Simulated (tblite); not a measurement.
Compound: C₃H₁₆BNSi₂.
SMILES with atom numbers: `[BH3-:1][N@@H+:2]([SiH3:3])[Si:4]([CH3:5])([CH3:6])[CH3:7]` (hydrogens: H8, H9, H10 on B1; H11 on N2; H12, H13, H14 on Si3; H15, H16, H17 on C5; H18, H19, H20 on C6; H21, H22, H23 on C7)

Computed with GFN2-xTB (tblite), gas phase: L-BFGS steps from a force-field or distance-geometry start until the largest atomic force falls under 0.01 eV/Å.

Step 33: E = -604.5403 eV
```
atom  x, y, z in Å  |  force x, y, z in eV/Å
B1      1.1779    1.9611    0.3243   -0.026  -0.003   0.003
N2      0.8834    0.4276   -0.3845    0.130  -0.162  -0.041
Si3     2.4228   -0.4770   -0.4329    0.036   0.043   0.065
Si4    -0.7183   -0.2873    0.0601    0.223   0.033   0.075
C5     -1.8335    0.3399   -1.3471   -0.090   0.027  -0.065
C6     -1.3454    0.2336    1.7707   -0.062   0.045   0.150
C7     -0.6837   -2.1961    0.0006   -0.007  -0.025  -0.008
H8      2.2473    2.2935   -0.1029   -0.093   0.018   0.036
H9      1.1654    1.8175    1.5046    0.045  -0.024  -0.085
H10     0.2885    2.6379   -0.0890   -0.019   0.068   0.067
H11     0.7629    0.8247   -1.3095   -0.002  -0.079   0.090
H12     2.1648   -1.8968   -0.1788   -0.044   0.012  -0.009
H13     2.8594   -0.2935   -1.8221    0.103  -0.025   0.053
H14     3.3693   -0.0189    0.5745   -0.050   0.020  -0.037
H15    -2.4224   -0.4700   -1.7588   -0.146  -0.010  -0.058
H16    -2.5133    1.1082   -1.0009   -0.109   0.024   0.036
H17    -1.2665    0.7757   -2.1624    0.042   0.009  -0.077
H18    -0.6476    0.0325    2.5741    0.188  -0.104  -0.034
H19    -2.2624   -0.2943    2.0115   -0.100  -0.048  -0.022
H20    -1.5561    1.2940    1.8186   -0.003   0.126  -0.113
H21     0.0277   -2.5986   -0.7120   -0.031   0.041  -0.070
H22    -1.6694   -2.5452   -0.2929    0.019  -0.053   0.051
H23    -0.4555   -2.6412    0.9649   -0.006   0.069  -0.011
```

Step 34: E = -604.5472 eV
```
atom  x, y, z in Å  |  force x, y, z in eV/Å
B1      1.1756    1.9562    0.3215   -0.031   0.042  -0.005
N2      0.8852    0.4262   -0.3899    0.085  -0.112  -0.011
Si3     2.4221   -0.4740   -0.4304    0.104  -0.033   0.002
Si4    -0.7111   -0.2861    0.0613    0.018   0.019   0.069
C5     -1.8332    0.3413   -1.3479   -0.047   0.005  -0.027
C6     -1.3447    0.2349    1.7740   -0.032   0.029   0.090
C7     -0.6836   -2.1962    0.0008   -0.001   0.008  -0.022
H8      2.2410    2.2958   -0.1038   -0.048   0.021   0.004
H9      1.1700    1.8098    1.4989    0.035  -0.039  -0.024
H10     0.2860    2.6387   -0.0817   -0.032   0.044   0.051
H11     0.7604    0.8204   -1.3146    0.010  -0.060   0.057
H12     2.1619   -1.8946   -0.1762   -0.036   0.030  -0.010
H13     2.8655   -0.2950   -1.8203    0.091  -0.024   0.088
H14     3.3629   -0.0147    0.5794   -0.030   0.027  -0.018
H15    -2.4240   -0.4683   -1.7605   -0.115   0.012  -0.035
H16    -2.5136    1.1101   -1.0009   -0.077   0.003   0.023
H17    -1.2638    0.7758   -2.1637    0.010   0.003  -0.051
H18    -0.6440    0.0300    2.5756    0.137  -0.074  -0.050
H19    -2.2635   -0.2935    2.0123   -0.052  -0.025  -0.030
H20    -1.5551    1.2969    1.8180    0.015   0.072  -0.090
H21     0.0235   -2.5980   -0.7156   -0.009   0.030  -0.076
H22    -1.6693   -2.5464   -0.2889   -0.007  -0.035   0.043
H23    -0.4531   -2.6422    0.9629    0.012   0.057   0.020
```

Step 35: E = -604.5545 eV
```
atom  x, y, z in Å  |  force x, y, z in eV/Å
B1      1.1690    1.9505    0.3122   -0.010   0.109   0.009
N2      0.8867    0.4229   -0.3990    0.030  -0.048   0.051
Si3     2.4229   -0.4698   -0.4212    0.144  -0.115  -0.076
Si4    -0.7039   -0.2851    0.0654   -0.210  -0.001   0.041
C5     -1.8280    0.3455   -1.3503   -0.011  -0.014   0.005
C6     -1.3437    0.2346    1.7818    0.006   0.011   0.013
C7     -0.6856   -2.1969    0.0007    0.015   0.028  -0.024
H8      2.2237    2.3101   -0.1255   -0.051   0.000  -0.010
H9      1.1917    1.7949    1.4887    0.011  -0.033  -0.017
H10     0.2670    2.6346   -0.0658   -0.012  -0.011   0.054
H11     0.7546    0.8097   -1.3247    0.037  -0.042   0.016
H12     2.1556   -1.8913   -0.1734   -0.022   0.046   0.001
H13     2.8775   -0.2976   -1.8091    0.091  -0.015   0.102
H14     3.3512   -0.0057    0.5946   -0.002   0.032   0.012
H15    -2.4235   -0.4609   -1.7671   -0.068   0.045   0.002
H16    -2.5071    1.1185   -1.0054   -0.032  -0.028   0.004
H17    -1.2495    0.7762   -2.1644   -0.044  -0.011  -0.008
H18    -0.6398    0.0192    2.5802    0.067  -0.029  -0.073
H19    -2.2669   -0.2916    2.0156    0.011   0.008  -0.039
H20    -1.5495    1.2996    1.8229    0.041  -0.003  -0.057
H21     0.0089   -2.5958   -0.7296    0.001   0.023  -0.065
H22    -1.6748   -2.5484   -0.2741   -0.019  -0.008   0.039
H23    -0.4410   -2.6462    0.9577    0.026   0.055   0.020
```

Step 36: E = -604.5592 eV
```
atom  x, y, z in Å  |  force x, y, z in eV/Å
B1      1.1636    1.9493    0.3045    0.010   0.119   0.028
N2      0.8874    0.4193   -0.4043   -0.008  -0.013   0.084
Si3     2.4257   -0.4684   -0.4132    0.108  -0.123  -0.088
Si4    -0.7031   -0.2846    0.0693   -0.262  -0.009  -0.007
C5     -1.8231    0.3490   -1.3525   -0.005  -0.017   0.017
C6     -1.3432    0.2337    1.7882    0.029  -0.005  -0.038
C7     -0.6878   -2.1973    0.0004    0.018   0.027  -0.025
H8      2.2080    2.3240   -0.1480   -0.069  -0.018  -0.009
H9      1.2122    1.7838    1.4805   -0.007  -0.010  -0.040
H10     0.2484    2.6295   -0.0527    0.011  -0.048   0.062
H11     0.7506    0.8001   -1.3317    0.059  -0.042   0.010
H12     2.1504   -1.8889   -0.1723   -0.011   0.032   0.018
H13     2.8879   -0.3000   -1.7969    0.107  -0.003   0.068
H14     3.3431    0.0017    0.6077    0.014   0.030   0.028
H15    -2.4230   -0.4531   -1.7733   -0.040   0.055   0.021
H16    -2.5004    1.1256   -1.0101   -0.010  -0.038  -0.006
H17    -1.2369    0.7763   -2.1645   -0.076  -0.020   0.018
H18    -0.6366    0.0086    2.5830    0.023   0.002  -0.081
H19    -2.2699   -0.2899    2.0180    0.042   0.027  -0.033
H20    -1.5435    1.3006    1.8279    0.053  -0.039  -0.029
H21    -0.0043   -2.5933   -0.7430   -0.009   0.027  -0.040
H22    -1.6808   -2.5502   -0.2600   -0.011   0.009   0.038
H23    -0.4294   -2.6488    0.9531    0.033   0.057   0.004
```

Q: Estimate the geometry and energy of step 37. (The exact step hangs on the optimiser's Hessian estimate; all steps are aligned on step 36, rigid shifts and turns removed.)

A: E = -604.5649 eV, largest force 0.219 eV/Å
```
atom  x, y, z in Å  |  force x, y, z in eV/Å
B1      1.1577    1.9506    0.2969    0.032   0.080   0.046
N2      0.8885    0.4137   -0.4081   -0.050   0.016   0.106
Si3     2.4316   -0.4694   -0.4041    0.009  -0.076  -0.055
Si4    -0.7070   -0.2841    0.0734   -0.204  -0.016  -0.079
C5     -1.8190    0.3523   -1.3549   -0.019  -0.010   0.017
C6     -1.3427    0.2325    1.7945    0.045  -0.021  -0.091
C7     -0.6905   -2.1970   -0.0005    0.009   0.017  -0.020
H8      2.1890    2.3410   -0.1726   -0.075  -0.034  -0.013
H9      1.2356    1.7723    1.4707   -0.030   0.024  -0.052
H10     0.2280    2.6235   -0.0376    0.021  -0.075   0.067
H11     0.7475    0.7883   -1.3375    0.084  -0.049   0.017
H12     2.1441   -1.8867   -0.1730    0.003  -0.008   0.045
H13     2.9028   -0.3039   -1.7801    0.136   0.015  -0.011
H14     3.3371    0.0110    0.6217    0.022   0.017   0.039
H15    -2.4252   -0.4431   -1.7805   -0.016   0.041   0.036
H16    -2.4940    1.1324   -1.0153    0.003  -0.027  -0.009
H17    -1.2249    0.7755   -2.1642   -0.096  -0.020   0.035
H18    -0.6318   -0.0042    2.5829   -0.019   0.035  -0.076
H19    -2.2729   -0.2873    2.0205    0.060   0.041  -0.016
H20    -1.5358    1.3010    1.8320    0.063  -0.060   0.009
H21    -0.0197   -2.5888   -0.7587   -0.019   0.030  -0.009
H22    -1.6873   -2.5533   -0.2432   -0.002   0.024   0.033
H23    -0.4158   -2.6493    0.9478    0.045   0.056  -0.018
```

The energy changes by -0.0056 eV. The first-order estimate −F·Δx gives -0.0080 eV and the mean of the old and new forces, exact on a quadratic surface, -0.0056 eV. The step makes an angle of 77° with the force vector and moves no atom by more than 0.035 Å.

What follows is the cost of the whole relaxation. The run took 4.0 s on an Arm Neoverse N1 with one thread, no GPU, on a shared host.
